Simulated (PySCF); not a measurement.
Computed shifts of a molecule C₄H₁₀Si₂, KT2/pcSseg-1 run with PySCF, GIAO, gas phase, atoms alike by connectivity averaged where their shifts nearly agree, in ppm (number of nuclei): ¹³C: 99.5 (1), 73.6 (1), 15.5 (1), 6.3 (1). ²⁹Si: -65.7 (1), -97.7 (1). ¹H: 4.76 (1), 4.58 (1), 4.33 (1), 4.05 (1), 2.88 (1), 1.49 (3), 1.42 (2). References: ¹³C against TMS (σ = 185.1 ppm); ²⁹Si against TMS (σ = 361.9 ppm); ¹H against TMS (σ = 31.47 ppm), references at their B3LYP-D3(BJ)/def2-TZVP geometries, non-relativistic. Geometry: B3LYP-D3(BJ)/def2-SVP. The values are those of a single conformer.

**Question.** Which molecule gave these data?
A) C=C[SiH2][SiH2]C=C
B) C#C[SiH2][SiH2]CC
C) C#CC[SiH2]C[SiH3]
D) C=C([SiH3])/C=C/[SiH3]

**Answer.** B, C#C[SiH2][SiH2]CC
